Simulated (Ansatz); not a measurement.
CH5BrFGaOSi (`FC([SiH3])[O][GaH][Br]`) at its PBE0-D4/def2-TZVP geometry, where that method's forces vanish. Charge 0, multiplicity 1.

| atom | x (Å) | y (Å) | z (Å) |
| --- | --- | --- | --- |
| F1 | 0.889 | 0.655 | 0.884 |
| C2 | 0.268 | 0.627 | -0.492 |
| Si3 | -1.627 | 0.754 | -0.225 |
| O4 | 0.687 | -0.537 | -1.015 |
| Ga5 | 1.659 | -1.307 | 0.361 |
| Br6 | 0.443 | -2.783 | 1.609 |
| H7 | 0.730 | 1.507 | -0.960 |
| H8 | -2.056 | -0.412 | 0.581 |
| H9 | -2.250 | 0.732 | -1.572 |
| H10 | -1.947 | 2.032 | 0.460 |
| H11 | 3.205 | -1.268 | 0.369 |

For each bond, give half the difference of the two atoms' forces along it (eV/Å; positive pushes the atoms apart) under PBE-D4, r2SCAN-D4, B3LYP-D4, ωB97M-V in def2-TZVPP. (Best estimate.)

Ansatz gave: 
| bond | length (Å) | PBE-D4 | r2SCAN-D4 | B3LYP-D4 | ωB97M-V |
| --- | --- | --- | --- | --- | --- |
| F1–C2 | 1.510 | 0.52 | 0.41 | 0.42 | 0.19 |
| C2–Si3 | 1.918 | -0.10 | -0.08 | -0.04 | -0.07 |
| C2–O4 | 1.343 | 0.31 | 0.20 | 0.24 | 0.31 |
| C2–H7 | 1.099 | 0.08 | -0.06 | -0.20 | -0.20 |
| Si3–H8 | 1.481 | 0.08 | -0.02 | -0.08 | -0.10 |
| Si3–H9 | 1.484 | 0.07 | -0.02 | -0.07 | -0.11 |
| Si3–H10 | 1.485 | 0.06 | -0.03 | -0.07 | -0.10 |
| O4–Ga5 | 1.852 | 0.34 | 0.02 | 0.16 | 0.06 |
| Ga5–Br6 | 2.284 | 0.11 | 0.02 | 0.17 | 0.00 |
| Ga5–H11 | 1.546 | -0.10 | -0.11 | -0.18 | -0.17 |

B3LYP here is the variant with VWN-RPA as its local correlation; programs differ in this.
